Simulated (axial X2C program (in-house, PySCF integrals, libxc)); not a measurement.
# YbCN: a free-ion multiplet in an axial field

Calculated with an axial X2C code built on PySCF integrals: two-component X2C with atomic mean-field Coulomb and Gaunt terms, basis Yb dyall-v3z, C dyall-v3z, N dyall-av3z (cores contracted in-house). Orbitals come from Hartree–Fock averaged over the configuration Yb f13 s2; CI then distributes these electrons over the f, s shells of Yb.

Yb–C–N held linear, bonds 2.365 and 1.160 Å (the second held).

(1) Which level do Hund's rules give for f13, how many Ω levels does it split into, and what is its Landé factor?

The computed levels compare thus:

```csv
Ω,energy (cm⁻¹),g∥ computed,2gJΩ
1/2,0,1.18,1.14
3/2,342,3.47,3.43
5/2,821,5.75,5.71
7/2,1478,8.00,8.00
```

The 4 lowest levels are just these Ω; they span 1478 cm⁻¹, the lowest has Ω = 1/2, and the next level lies at 10091 cm⁻¹. Departures of g∥ from 2gJΩ come from intermediate coupling and from mixing with the higher-lying level J − 1 of the term. The computed g∥ is the magnitude of 2⟨Lz + ge Sz⟩.

Dynamic correlation is missing, so gaps between terms are too wide and other configurations may lie lower; the lowest level listed is that of this model, not necessarily the ground state. At most 4 roots were kept for each Ω > 0 (twice that for Ω = 0) within 2.2 eV of the lowest, so higher up levels can be missing between those listed; levels with Ω > 0 are doubly degenerate and listed once, Ω = 0 levels singly. The molecule was held linear; bending was not examined.

## Answers

(1) S = 1/2, L = 3, J = 7/2 (2F7/2). It gives Ω = 1/2 to 7/2, 4 levels. gJ = 3/2 + [S(S+1) − L(L+1)]/[2J(J+1)] = 1.143, so g∥ = 2gJΩ.
